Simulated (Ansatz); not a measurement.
Geometry optimisation, Ansatz, RKS r2SCAN-D4/STO-3G.

Input file:

```yaml
crystal:
  periodic: [false, false, false]
  atoms:
    - { symbol: "N", position_ang: [-0.2939, -1.2164, 2.0392] }
    - { symbol: C, position_ang: [-0.0655, -0.9617, 0.7767] }
    - { symbol: C, position_ang: [-0.5637, -1.917, -0.2986] }
    - { symbol: F, position_ang: [-0.7003, -1.2926, -1.4777] }
    - { symbol: Si, position_ang: [1.0062, 0.4883, 0.2241] }
    - { symbol: Si, position_ang: [-0.2809, 2.0246, -0.921] }
    - { symbol: H, position_ang: [0.091, -0.4558, 2.651] }
    - { symbol: H, position_ang: [-1.416, -2.3919, 0.0299] }
    - { symbol: H, position_ang: [0.2406, -2.6642, -0.4044] }
    - { symbol: H, position_ang: [2.1692, 0.0357, -0.5462] }
    - { symbol: H, position_ang: [1.557, 1.1541, 1.4794] }
    - { symbol: H, position_ang: [0.5345, 3.2411, -1.1926] }
    - { symbol: H, position_ang: [-0.8046, 1.4928, -2.2354] }
    - { symbol: H, position_ang: [-1.4867, 2.4336, -0.0955] }
basis:
  gaussian: { orbitals: STO-3G }
hamiltonian:
  xc: r2scan
  dispersion: d4
relax:
  f_tol: 0.015
  max_steps: 40
output:
  orbitals: {}
```

Launched with:

```bash
$ ansatz run input.yaml --threads 1 --pin off --max-ram 2048MiB --backend cpu --events-out ev --progress --plain --runs-dir out
```

Q: Where does it end, and by what steps?

A: The run converged. Limits of this set-up: minimal basis. After 15 steps the energy has fallen by 0.725 eV; F4 moved furthest, 0.22 Å.

```csv
step,energy less start (eV),largest force component (eV/Å),accepted
0,0.0000,3.502,yes
1,-0.5087,1.523,yes
2,-0.6000,2.321,yes
3,-0.6938,0.485,yes
4,-0.7079,0.737,yes
5,-0.7209,0.119,yes
6,-0.7224,0.145,yes
7,-0.7234,0.048,yes
8,-0.7237,0.026,yes
9,-0.7241,0.084,yes
10,-0.7246,0.080,yes
11,-0.7249,0.040,yes
12,-0.7251,0.042,yes
13,-0.7252,0.035,yes
14,-0.7252,0.024,yes
15,-0.7253,0.014,yes
```

```xyz
14
Properties=species:S:1:pos:R:3
N -0.404 -1.216 2.066
C -0.019 -0.935 0.836
C -0.475 -1.946 -0.273
F -0.485 -1.302 -1.525
Si 0.986 0.529 0.170
Si -0.293 2.059 -0.887
H 0.001 -0.436 2.692
H -1.482 -2.358 -0.020
H 0.243 -2.808 -0.293
H 2.025 0.016 -0.699
H 1.628 1.127 1.323
H 0.475 3.258 -1.141
H -0.783 1.559 -2.150
H -1.429 2.422 -0.069
```

Run time: 91 s on 1 thread of Arm Neoverse V2, with other jobs on the host, peak memory 0.17 GiB.
